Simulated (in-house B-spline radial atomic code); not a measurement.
Cr⁶⁺. Computed with a B-spline radial atomic code. Model: all-electron spherical atom, spin shells full or empty, radial basis limit, no spin-orbit coupling: exact exchange with a local potential (Slater, KLI or optimised effective potential, whose far tail is KLI's), no correlation.

Exchange potential has not reached -1/r at the last radius.

The run also made RPA and GW results, which its time includes.

The Slater potential averages the orbital exchange potentials with the orbital densities as weights, KLI adds orbital constants, and the optimised effective potential minimises the exact-exchange energy among local potentials. So their energies lie above Hartree-Fock in the order OEP, KLI, Slater. All fall off as −1/r, unlike LDA and GGA exchange.

Command:
```bash
python run_gw.py task.json out
```
Settings (lengths in bohr, energies in hartree):
```
Z                      24
electrons              18
configuration          [Ne] 3s2 3p6
hamiltonian            nr
method                 slater
lmax                   9
spin_polarised         False
box_radius             9.29
intervals              67
```

Cost of the run: 2.8 s on 1 thread of Arm Neoverse N1 (shared host).

Given: hamiltonian non-relativistic; mean-field start Slater potential.

Computed: energy above Hartree-Fock 111.55 millihartree; virial ratio -E/T less 1 -0.014307.

```tsv
radius (bohr)	r times exchange potential (hartree bohr)
0.00208	-0.050961
0.00252	-0.061695
0.00306	-0.074834
0.0037	-0.09035
0.00449	-0.1094
0.00544	-0.13213
0.00658	-0.15912
0.00798	-0.19177
0.00966	-0.23013
0.0117	-0.27537
0.0142	-0.32864
0.0172	-0.38913
0.0208	?
0.0252	-0.53118
0.0305	-0.60986
0.037	-0.6904
0.0448	?
0.0543	-0.82977
0.0658	-0.87252
0.0797	-0.88681
0.0965	-0.88266
0.117	-0.9019
0.142	-0.98233
0.172	-1.1101
0.208	-1.2461
0.252	-1.3565
0.305	-1.4109
0.37	-1.3733
0.448	-1.2191
0.542	-1.1371
0.657	-1.2437
0.796	-1.3801
0.964	-1.4542
1.17	-1.4498
1.42	-1.3898
1.71	-1.3133
2.08	-1.237
```

(1) What belongs in the row 0.0208?

(2) What belongs in the row 0.0448?

```csv
occupied,level (hartree),Hartree-Fock level (hartree)
1s,-222.72,-224.67
2s,-30.079,-30.642
2p,?,?
3s,-7.0932,-7.2255
3p,-6.048,-5.8917
```

(3) What belongs in the row 2p?

| empty | level (hartree) |
| --- | --- |
| 3d | -4.3781 |
| 4s | -2.9203 |
| 4p | -2.587 |
| 4d | ? |
| 4f | -1.6839 |

(4) What belongs in the row 4d?

Results:

(1) r times exchange potential (hartree bohr): -0.45656.

(2) r times exchange potential (hartree bohr): -0.7658.

(3) level (hartree): -26.518; Hartree-Fock level (hartree): -26.557.

(4) level (hartree): -2.0794.

The highest level, 3p, differs from Hartree-Fock by -4.3 eV and the deepest, 1s, by +53 eV: the Slater potential lacks the response part and is deeper than the optimised one throughout, so the top level comes too deep.
